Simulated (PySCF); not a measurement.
Ge(OSiH3)4, SMILES [SiH3][O][Ge]([O][SiH3])([O][SiH3])[O][SiH3] (H₁₂GeO₄Si₄), singlet, GFN2-xTB optimised geometry.

```
21

Si     1.22    -1.34    -0.84
O     -0.02    -2.00     0.00
Ge    -1.72    -2.00     0.00
O     -2.24    -2.82     1.39
Si    -1.91    -2.72     2.99
O     -2.33    -2.75    -1.39
Si    -2.36    -2.39    -2.98
O     -2.24    -0.38     0.00
Si    -2.00     0.99     0.85
H      2.24    -1.24     0.20
H      0.84    -0.03    -1.39
H      1.56    -2.27    -1.91
H     -2.76    -3.81     3.47
H     -0.48    -2.95     3.22
H     -2.29    -1.40     3.49
H     -0.99    -2.31    -3.50
H     -3.04    -1.11    -3.20
H     -3.10    -3.55    -3.47
H     -3.02     1.04     1.89
H     -0.66     1.03     1.43
H     -2.18     2.00    -0.19
```

Density from PBE0/def2-SVP run with PySCF at that geometry.

Minimum of the electron density along straight lines between bonded atoms, close to the bond critical point (lines longer than 1.1 times the sum of covalent radii, or with two minima, are not listed):

```
bond     length / Å  ρ at the minimum / e bohr⁻³  ∇²ρ there / e bohr⁻⁵  position (fraction from the first atom)
-------  ----------  ---------------------------  --------------------  ---------------------------------------
Si1–O2        1.631                        0.125                  1.05                                     0.41
O2–Ge3        1.704                        0.159                  0.94                                     0.53
Ge3–O4        1.691                        0.164                  0.96                                     0.47
O4–Si5        1.637                        0.123                  1.02                                     0.59
Ge3–O6        1.692                        0.164                  0.96                                     0.47
O6–Si7        1.637                        0.123                  1.02                                     0.59
Ge3–O8        1.704                        0.159                  0.94                                     0.47
O8–Si9        1.630                        0.125                  1.05                                     0.59
Si1–H10       1.462                        0.120                  0.33                                     0.49
Si1–H11       1.466                        0.119                  0.32                                     0.49
Si1–H12       1.465                        0.119                  0.32                                     0.49
Si5–H13       1.460                        0.120                  0.32                                     0.49
Si5–H14       1.465                        0.120                  0.32                                     0.49
Si5–H15       1.468                        0.118                  0.31                                     0.49
Si7–H16       1.468                        0.118                  0.31                                     0.49
Si7–H17       1.465                        0.120                  0.32                                     0.49
Si7–H18       1.460                        0.120                  0.32                                     0.49
Si9–H19       1.465                        0.119                  0.32                                     0.49
Si9–H20       1.466                        0.119                  0.32                                     0.49
Si9–H21       1.462                        0.120                  0.33                                     0.49
```
